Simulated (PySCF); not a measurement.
Dipole response of Tc⁺ (technetium, charge +1)

[Kr] 4d5 5s1, high-spin 7S determinant. Calculation: PySCF 2.14, in aug-cc-pwCVTZ-PP with ECP28MDF (8s8p7d4f3g, 122 functions); scalar relativity through the core potential. Coupled (time-dependent) response in atomic units; α is the mean over directions.

```tsv
method	mean α (bohr³)	C₆ (like pair)	S(−4)
PBE0	35.78	265.3	758.1
M06-L	37.66	286.1	823.2
```

S(−4) is the Cauchy moment in α(ω) = α(0) + S(−4) ω² + …

α(iu) at M06-L:

```tsv
u (hartree)	α(iu) (bohr³)
0	37.66
0.0500	35.74
0.100	31.22
0.200	21.91
0.300	15.85
0.500	9.822
0.750	6.529
1.00	4.798
1.50	2.981
2.00	2.039
3.00	1.114
5.00	0.4692
```

For an ion, C₆ is the dispersion term alone; charge-induced terms of lower order in 1/R come first.

Energies and moments cover only the electrons outside the core potential.
